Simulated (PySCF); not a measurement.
An equivalent PySCF input for Ge³⁺ (germanium, charge +3), [Ar] 3d10 4s1, 2S determinant, with scalar relativity through the core potential:

```python
from pyscf import gto, scf, dft, mp, cc
import basis_set_exchange as bse
txt = bse.get_basis("cc-pVDZ-PP", elements=["Ge"], fmt="nwchem", header=False)
cut = txt.index("\nECP")
mol = gto.M(atom="Ge 0 0 0", charge=3, spin=1, symmetry="D2h",
            basis=gto.basis.parse(txt[:cut]),
            ecp={"Ge": gto.basis.parse_ecp(txt[cut:])})
mf = dft.UKS(mol, xc="PBE")
mf.irrep_nelec = {'Ag': (4, 3), 'B1g': (1, 1), 'B2g': (1, 1), 'B3g': (1, 1), 'B1u': (1, 1), 'B2u': (1, 1), 'B3u': (1, 1)}
mf.kernel()
```

It reaches the same state as the run whose output follows, with an energy that differs only through the grid. The run itself started from symmetry-adapted Hartree-Fock orbitals and held the occupation by maximum overlap, on a logarithmic radial grid, so the iterations belong to that start.

```
SCF conv_tol = 1e-09
number electrons alpha = 10  beta = 9
XC functionals = PBE
    J. P. Perdew, K. Burke, and M. Ernzerhof.,  Phys. Rev. Lett. 77, 3865 (1996)
    J. P. Perdew, K. Burke, and M. Ernzerhof.,  Phys. Rev. Lett. 78, 1396 (1997)
    J. P. Perdew, K. Burke, and M. Ernzerhof.,  Phys. Rev. Lett. 77, 3865 (1996)
    J. P. Perdew, K. Burke, and M. Ernzerhof.,  Phys. Rev. Lett. 78, 1396 (1997)
cycle= 1 E= -292.388238939447  delta_E= -0.00478  |g|= 0.0414  |ddm|= 0.205
cycle= 2 E= -292.3886752122  delta_E= -0.000436  |g|= 0.0151  |ddm|= 0.054
cycle= 3 E= -292.388744005831  delta_E= -6.88e-05  |g|= 1.23e-05  |ddm|= 0.0147
cycle= 4 E= -292.388744005875  delta_E= -4.31e-11  |g|= 2.2e-07  |ddm|= 8.59e-06
converged SCF energy = -292.388744005875  <S^2> = 0.75014544  2S+1 = 2.0001454
```

Energies and moments cover only the electrons outside the core potential.
